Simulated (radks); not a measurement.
Task: Valence configurations of I II (all share [Kr]). Calculated with a radial shooting solver on a logarithmic mesh with Libxc functionals: non-relativistic Kohn-Sham, BLYP, spin-polarised, spherical densities, point nucleus; open shells are filled with parallel spins first (spin-orbit coupling, left out, can overturn this in heavy ions); relativity is left out, which matters for an element this heavy. Order these by energy: 4d9 5s1 5p6; 4d10 5s1 5p5; 4d9 5s2 5p5; 4d9.5 5s2 5p4.5; 4d10 5s1.5 5p4.5; 4d10 5p6; 4d8 5s2 5p6; 4d10 5s2 5p4.

Result: From the lowest, in eV above it: 4d10 5s2 5p4 0.000; 4d10 5s1.5 5p4.5 4.699; 4d10 5s1 5p5 9.415; 4d10 5p6 19.644; 4d9.5 5s2 5p4.5 24.232; 4d9 5s2 5p5 49.680; 4d9 5s1 5p6 59.655; 4d8 5s2 5p6 104.20. NIST lists [Kr] 4d10 5s2 5p4 as the ground configuration; this level of theory agrees among the configurations tried. The energies are those of spherical high-spin densities, not of single terms. Relativity is left out, which favours d and f over s occupation in heavy atoms.
